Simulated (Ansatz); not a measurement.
C$_{2}$H$_{10}$BFOSi, relaxed with RKS PBE0-D4/def2-TZVP in Ansatz 0.2.0 from a PBE-D4/def2-SVP geometry. The force threshold is 0.005 eV/Å; the program also tests the step.

The species carries charge 0 and has multiplicity 1. The bonds changed during the relaxation, so this is another structure than the one it started from.

Start:

```xyz
16

C     1.381    0.625    0.848
B    -0.138    0.745    0.384
C    -0.615    1.893   -0.618
F    -1.079    0.360    1.328
O    -0.311   -0.771   -0.792
Si   -0.325   -2.378   -0.160
H     1.608    1.484    1.517
H     1.591   -0.291    1.440
H     2.102    0.671    0.006
H     0.055    2.024   -1.493
H    -0.613    2.859   -0.068
H    -1.657    1.756   -0.984
H    -1.068   -0.536   -1.362
H     1.070   -2.630    0.309
H    -1.319   -2.528    0.950
H    -0.683   -3.284   -1.304
```

```csv
step,energy (eV),largest force (eV/Å),largest move (Å)
1,-15549.6145,0.818,0.000
2,-15549.6742,0.538,0.032
3,-15549.6861,0.199,0.018
4 (rejected),-15549.6859,0.145,0.022
5,-15549.6885,0.141,0.011
6,-15549.7076,0.231,0.096
7,-15549.7173,0.164,0.037
8,-15549.7334,0.259,0.147
9,-15549.7382,0.201,0.064
10,-15549.7392,0.191,0.050
11,-15549.7420,0.086,0.050
13,-15549.7442,0.018,0.012
15,-15549.7454,0.044,0.089
17,-15549.7463,0.054,0.076
19,-15549.7473,0.077,0.061
21,-15549.7488,0.134,0.065
23,-15549.7502,0.108,0.066
25,-15549.7510,0.073,0.035
27,-15549.7512,0.044,0.040
29,-15549.7513,0.007,0.003
30,-15549.7513,0.002,0.004
```

End:

```xyz
16

C     1.565    0.838    0.767
B     0.014    0.922    0.577
C    -0.715    1.891   -0.418
F    -0.754    0.282    1.478
O    -0.115   -1.055   -0.985
Si   -0.552   -2.465   -0.226
H     1.880    1.663    1.420
H     1.875   -0.089    1.252
H     2.110    0.952   -0.171
H    -0.184    2.003   -1.365
H    -0.751    2.890    0.035
H    -1.750    1.597   -0.611
H    -0.634   -0.785   -1.745
H     0.390   -2.623    0.902
H    -1.955   -2.411    0.257
H    -0.423   -3.611   -1.166
```

Hardware: 4 threads of an Arm Neoverse V1 on a shared host. Wall time 3.7 min, peak host memory 0.81 GiB.
